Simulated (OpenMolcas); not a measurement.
W: effect of the basis set

```yaml
Program: OpenMolcas
Method: "MS-CASPT2, IPEA 0.25 Eh, imaginary shift 0.1 Eh (closed shells correlated: 5s 5p)"
Active_space: 6 electrons in 6 orbitals (5d 6s)
State_averaging: 2S+1 = 5 even, 30 roots; 2S+1 = 7 even, 1 root kept (CI in the orbitals of an earlier block); 2S+1 = 3 even, 55 roots kept (CI in the orbitals of an earlier block); 2S+1 = 1 even, 30 roots kept (CI in the orbitals of an earlier block)
Spin-orbit_coupling: state interaction with AMFI integrals over the reference wave functions, term energies averaged over their components
```

A. ANO-R2 [8s6p5d3f2g], X2C, finite nucleus; CASPT2 step of the order of 70 core-seconds
B. ANO-RCC-VTZP [8s7p5d3f2g1h], DKH2, point nucleus; CASPT2 step roughly 60 core-seconds
C. ANO-R3 [9s7p6d4f3g2h], X2C, finite nucleus; CASPT2 step roughly 110 core-seconds
D. ANO-RCC-VQZP [9s8p6d4f3g2h], DKH2, point nucleus; CASPT2 step about 2.8 core-minutes

Energies in cm⁻¹ above 5d⁴ 6s² ⁵D₀, the measured ground level; measured values from NIST Handbook of Basic Atomic Spectroscopic Data.

| Level | A | B | C | D | Measured |
| --- | --- | --- | --- | --- | --- |
| 5d⁴ 6s² ⁵D₀ | 0.0 | 0.0 | 0.0 | 0.0 | 0.0 |
| 5d⁴ 6s² ⁵D₁ | 1170 | 1158 | 1179 | 1177 | 1670 |
| 5d⁵ 6s ⁷S₃ | 2660 | 1635 | 2660 | 2350 | 2951 |
| 5d⁴ 6s² ⁵D₂ | 2670 | 2640 | 2680 | 2680 | 3326 |
| 5d⁴ 6s² ⁵D₃ | 4160 | 4110 | 4160 | 4150 | 4830 |
| 5d⁴ 6s² ⁵D₄ | 5590 | 5530 | 5570 | 5570 | 6219 |
| 5d⁴ 6s² ³P₀ [64 %] | 11120 | 11020 | 10900 | 10930 | 9258 |
| 5d⁴ 6s² ³P₁ | 14800 | 14740 | 14520 | 14580 | 13307 |
| 5d⁴ 6s² ³H₅ [65 %] | 16610 | 16730 | 16080 | 16230 |  |
| 5d⁴ 6s² ³D₃ [52 %] | 17530 | 17260 | 17080 | 17090 |  |
| 5d⁴ 6s² ³F₂ | 17810 | 17780 | 17440 | 17510 |  |
| 5d⁴ 6s² ³H₆ | 18200 | 18440 | 17610 | 17810 |  |
| 5d⁵ 6s ⁵S₂ [55 %] | 19270 | 19050 | 18490 | 18570 |  |
| 5d⁴ 6s² ³F₃ [55 %] | 19360 | 19290 | 18930 | 19000 |  |
| 5d⁵ 6s ⁵G₂ [52 %] | 20310 | 20050 | 19570 | 19610 |  |
| 5d⁴ 6s² ³D₁ | 20380 | 20050 | 20000 | 19990 |  |
| 5d⁵ 6s ⁵G₄ | 20930 | 20680 | 20120 | 20160 |  |
| 5d⁴ 6s² ³G₅ [61 %] | 20930 | 20940 | 20370 | 20510 |  |
| 5d⁵ 6s ⁵G₃ | 20940 | 20680 | 20190 | 20210 |  |
| 5d⁵ 6s ⁵G₅ | 21560 | 21300 | 20750 | 20780 |  |
| 5d⁵ 6s ⁵G₆ | 21880 | 21620 | 21070 | 21100 |  |
| 5d⁴ 6s² ¹S₀ | 22570 | 22160 | 22260 | 22240 |  |
| 5d⁵ 6s ⁵P₁ [59 %] | 22580 | 22110 | 21830 | 21780 |  |
| 5d⁵ 6s ⁵D₄ | 24160 | 23880 | 23300 | 23300 |  |

Deviations, from unrounded energies. A percentage is the sum of absolute deviations over the sum of measured energies, with the sign that they share, or ± where signs differ.

| Against measurement | Levels | A | B | C | D |
| --- | --- | --- | --- | --- | --- |
| mean absolute deviation (cm-1) | 7 | 870 | 1000 | 800 | 860 |
| fine structure of the ground term (%) | 4 | -15.3 | -16.3 | -15.3 | -15.4 |
| other terms of the ground configuration (%) | 2 | +14.8 | +14.2 | +12.7 | +13.1 |
| other configurations (%) | 1 | -9.7 | -44.6 | -9.8 | -20.3 |

C lies closest to measurement on these levels and B furthest from it. The largest miss of C in the table is 5d⁴ 6s² ³P₀ [64 %], by +1600 cm-1. The ranking rests on the paired levels alone, and a cruder setting can come out closer through cancelling errors.

The two smallest mean deviations differ by little beside CASPT2's spread within terms, so their order carries little weight.

Among A to D the level of the table that moves most is 5d⁵ 6s ⁷S₃, by 1000 cm-1 (lowest in B, highest in A). Moves below CASPT2's spread within the term are not significant.

CASPT2 does not keep the components of a term degenerate, so their means are used; among the terms shown or strongly mixed into the levels shown the widest spread is 2100 cm-1 (5d⁴ 6s² ¹I, C). Terms from blocks run as CI alone lack orbitals of their own. Configurations are named by rounded mean occupations; where the s occupation lies near a half they are strongly mixed, a name can repeat and a true partner stay unpaired. A single d shell beside an s shell can misplace configurations of different d count against each other. The lowest spin-free term belongs to 5d⁵ 6s, not to the configuration of the lowest level. Some terms miss by over 15 % even with CASPT2, which points to a basis or an active space too small for the shells correlated. The CASPT2 spread within a term exceeds the gap to the next term for 5d⁴ 6s² ³F and 5d⁴ 6s² ³H, 5d⁴ 6s² ¹I and 5d⁵ 6s ⁵P, so the order of their levels is uncertain, and so are names and mixing where such terms share a J (figures for A; the like holds for B, C, D). Computed and measured levels are paired by configuration, term and J; levels that our copy of the source lacks, or whose pairing is in doubt (as where it misses far off the trend of its configuration), stay unpaired and out of the deviations. Only configurations of the active space appear. The table leaves out levels that lie high or whose names do not pair safely across all columns.

A share in square brackets marks a mixed level and gives the weight of the term that names it, the lowest over the columns.
